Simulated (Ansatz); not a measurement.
CH4Te (SMILES C[TeH]) moved off its minimum; all values from Ansatz (a first-principles code), cores frozen in correlated methods. Elements past Kr take the def2 small-core potentials, without spin–orbit coupling.
(charge 0, multiplicity 1)
```xyz
6

Te     0.0376     0.2700     0.2181
H     -0.3391     1.2995    -0.9538
C     -0.0016    -1.3342    -1.2492
H      0.7701    -1.2432    -1.9322
H     -0.9254    -1.4432    -1.6667
H      0.2101    -2.2653    -0.7118
```

**Question.** Give the forces (eV/Å), the total energy and the dipole at CCSD(T)/def2-TZVPPD.

**Answer.** 
```csv
atom,Fx,Fy,Fz
Te1,0.187,-0.933,0.308
H2,-0.252,0.882,-0.660
C3,1.253,-0.741,2.890
H4,1.374,0.577,-1.501
H5,-2.488,0.047,-1.236
H6,-0.075,0.168,0.199
```
Energy -307.5665 hartree, dipole 1.02 D.
